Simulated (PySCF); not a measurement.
Run record: excited-state job, `ClC(Cl)[SiH](Br)C(Cl)Cl`.

Method: TDDFT CAM-B3LYP/def2-SVPD, vertical, gas phase, core orbitals frozen in the response (PySCF 2.14.0, density-fitted response routines). Geometry: GFN2-xTB. A driver script takes a list of jobs; this job's settings line and coordinates (Å) are shown.

Command:
```bash
OMP_NUM_THREADS=1 python probes_run.py task.json out
```

Input:
```
{"job": {"kind": "uv", "xc": "CAM-B3LYP", "basis": "def2-SVPD", "nstates": 8, "ntriplets": 3}, "charge": 0, "multiplicity": 1}
Cl    -1.847504    -0.506235     1.572180
C     -1.402818    -0.738763    -0.139883
Cl    -2.810999    -0.451038    -1.189923
Si    -0.000078     0.488035    -0.598050
Br    -0.691373     2.538343    -0.264332
C      1.464426     0.165707     0.594743
Cl     2.856081     1.146703     0.074883
Cl     1.879244    -1.564239     0.515314
H     -1.132559    -1.786271    -0.254948
H      0.409786     0.307228    -1.978420
H      1.281220     0.403200     1.642473
```

**Question.** Give the output.

**Answer.** 
```
coarse grid: 56784 points
cycle   1  E = -4781.5237889276  dE = -8.981e-02  |g| = 6.265e-01  |ddm| = 4.373e+00
cycle   2  E = -4781.4405794656  dE =  8.321e-02  |g| = 8.844e-01  |ddm| = 2.244e+00
cycle   3  E = -4781.6401880082  dE = -1.996e-01  |g| = 4.781e-02  |ddm| = 1.157e+00
cycle   4  E = -4781.6406947412  dE = -5.067e-04  |g| = 2.220e-02  |ddm| = 1.161e-01
cycle   5  E = -4781.6408018131  dE = -1.071e-04  |g| = 3.957e-03  |ddm| = 5.106e-02
cycle   6  E = -4781.6408083197  dE = -6.507e-06  |g| = 1.595e-03  |ddm| = 1.364e-02
final grid: 110520 points
cycle   7  E = -4781.6407842855  dE = -4.614e-07  |g| = 1.417e-03  |ddm| = 6.179e-03
cycle   8  E = -4781.6407842614  dE =  2.415e-08  |g| = 1.517e-03  |ddm| = 4.682e-03
cycle   9  E = -4781.6407848624  dE = -6.010e-07  |g| = 1.647e-04  |ddm| = 2.261e-03
cycle  10  E = -4781.6407848703  dE = -7.907e-09  |g| = 3.745e-05  |ddm| = 2.885e-04
cycle  11  E = -4781.6407848714  dE = -1.124e-09  |g| = 1.231e-05  |ddm| = 1.811e-04
cycle  12  E = -4781.6407848715  dE = -4.547e-11  |g| = 2.531e-06  |ddm| = 3.300e-05
converged SCF energy = -4781.6407848715

Static polarisability (au): isotropic 123.649, principal 107.680 128.512 134.754

Singlet excitations
state   eV       nm        f      main configurations
  1   6.4404    192.5   0.00919   H->L 0.50, H-1->L 0.12
  2   6.5360    189.7   0.02404   H->L+1 0.59
  3   6.8031    182.2   0.00722   H-1->L 0.26, H->L+2 0.20, H->L 0.12
  4   6.9652    178.0   0.00402   H-1->L 0.10, H-3->L 0.10, H-1->L+2 0.08
  5   7.0111    176.8   0.01544   H-2->L 0.33, H-1->L 0.17, H-4->L 0.11
  6   7.0734    175.3   0.01272   H-3->L 0.18, H-4->L 0.16
  7   7.0809    175.1   0.01217   H-5->L+1 0.32, H-2->L+1 0.23, H-3->L+1 0.10
  8   7.1807    172.7   0.01524   H-2->L 0.12, H->L+3 0.12, H-4->L 0.09

Triplet excitations (Tamm-Dancoff, eV): 5.8324 5.9185 6.1729
```

The SCF starts on a coarse grid where the log names one; the energy can jump when the final grid takes over, and dE then counts from the start density on the new grid. H and L stand for HOMO and LUMO; the number after each pair is its weight.

**Question.** How does the lowest singlet excitation compare with the HOMO–LUMO gap?

**Answer.** HOMO -9.77 eV and LUMO 0.05 eV give a gap of 9.82 eV; S1 at 6.44 eV lies 3.38 eV below it.

Summary of the converged run: HOMO -9.77 eV, LUMO 0.05 eV; lowest singlet 6.44 eV; lowest triplet 5.83 eV (Tamm–Dancoff); mean polarisability 123.6 au.

 Relativistic effects, spin–orbit coupling among them, are left out although an element past zinc is present.

**Question.** Estimate the wall time. Hardware: one thread of an Arm Neoverse N1, no GPU, shared host with 64 logical CPUs at a one-minute load of 60. And the peak memory of the process?

**Answer.** About 2.8 min, with 1.1 GiB resident at the peak, the Python interpreter and its libraries included.

One conformer stands for the species.
Labels such as C1 count atoms from 1, the log's own numbers from 0.
